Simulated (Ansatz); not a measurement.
The cluster Sn₆S₁₂. The state is a singlet with charge 0. Geometry PBE-D4/def2-SVP, basis def2-TZVP, Ansatz.

Cartesian coordinates in Å:
```
Sn -0.344 -0.910 -0.221
Sn 3.302 -2.281 -0.419
Sn -1.474 3.275 1.098
Sn 2.571 1.956 -0.309
Sn 1.244 -0.409 2.490
Sn -0.152 1.738 -3.631
S -2.455 1.618 -2.577
S 2.181 -0.205 -2.018
S -1.609 -1.289 2.842
S -3.145 -0.577 1.719
S -0.923 1.814 -1.092
S 0.795 2.143 1.625
S 3.569 -0.009 1.030
S 0.317 -0.767 -2.885
S -2.917 -1.217 -0.295
S 1.589 -3.175 1.403
S -3.273 1.622 1.788
S 0.725 -3.328 -0.549
```

```csv
run,HOMO (eV),LUMO (eV)
A,-5.08,-3.47
B,-5.27,-3.65
C,-6.17,-3.03
D,-5.52,-3.64
```

In the def2 sets Sn takes a core potential; there is no spin–orbit coupling. Single mean-field runs in def2-TZVP are fitted with def2-universal-jkfit. Another isomer (singlet) lies 2.73 eV lower at PBE0-D4/def2-TZVP; other spin states weren't run for this one.

Task: The runs used BLYP, PBE, PBE0, r2SCAN. Estimate which is which.

Result: A BLYP (0 % exact exchange); B PBE (0 % exact exchange); C PBE0 (25 % exact exchange); D r2SCAN (0 % exact exchange). Exact exchange lowers occupied and raises empty levels; among semilocal functionals meta-GGAs tend to open the gap a little, and such runs are hard to tell apart. The gap grows from 1.61 eV (BLYP) to 3.14 eV (PBE0).
